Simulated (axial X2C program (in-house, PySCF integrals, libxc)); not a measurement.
## Levels of RbMg by electron attachment to RbMg⁺ (EOM-EA-CCSD)

Computed with an axial X2C code built on PySCF integrals: two-component X2C with atomic mean-field Coulomb and Gaunt terms, Gaussian nuclei, basis Rb dyall-acv3z, Mg dyall-acv3z with contracted cores.

R = 4.106 Å (near the PBE0 minimum at charge 0 of the determinant lowest at the starting distance; the state shown can have its own minimum elsewhere).

Levels of RbMg obtained by attaching an electron to RbMg⁺:

| Ω | binding energy (eV) | above lowest (cm⁻¹) | attached spinor | one-particle weight |
| --- | --- | --- | --- | --- |
| 1/2 | 3.839 | 0 | 62% Rb sσ, 27% Mg pσ | 0.97 |
| 1/2 | 2.888 | 7668 | 52% Mg pπ, 37% Rb pπ, 9% Rb dπ | 0.95 |
| 3/2 | 2.879 | 7744 | 53% Mg pπ, 36% Rb pπ, 9% Rb dπ | 0.95 |
| 1/2 | 2.607 | 9941 | 43% Mg pσ, 33% Rb pσ, 14% Rb sσ | 0.94 |
| 1/2 | 2.088 | 14127 | 54% Rb pπ, 30% Rb dπ, 15% Mg pπ | 0.97 |
| 3/2 | 2.079 | 14196 | 55% Rb pπ, 30% Rb dπ, 15% Mg pπ | 0.97 |
| 1/2 | 1.932 | 15382 | 41% Rb pσ, 35% Rb dσ, 13% Mg sσ | 0.98 |

Task: Take the first Ω = 1/2 and Ω = 3/2 rows of π character: how far apart are they, and which lies lower?

Result: E(3/2) − E(1/2) = 7744 − 7668 = 76 cm⁻¹ at EOM-EA-CCSD: regular, Ω = 1/2 lower. Splittings at this level can be off by ten to twenty per cent.

This point took 17 s on 1 thread of Arm Neoverse V1 (shared host).

Reference electrons by ω block (each with its −ω partner): 1/2: 17, 3/2: 6, 5/2: 1. 10 electrons of RbMg⁺ correlated (inner shells frozen), 92 natural virtual spinors (a truncated set); levels can be off by some tenths of an eV. Roots sought by Ω: (1/2: 5, 3/2: 4, 5/2: 2, 7/2: 1); the list ends where they run out and leaves out roots under 60 % one-particle weight. The solver can skip a root, and states that need a further excitation, which the method places far too high, are missing though they may lie low or lowest. T1 of the reference 0.005 (Lee–Taylor). The reference was not checked to be the lowest state of its species. Number of frozen shells: Rb 3 s, 2 p, 1 d; Mg 2 s, 1 p.
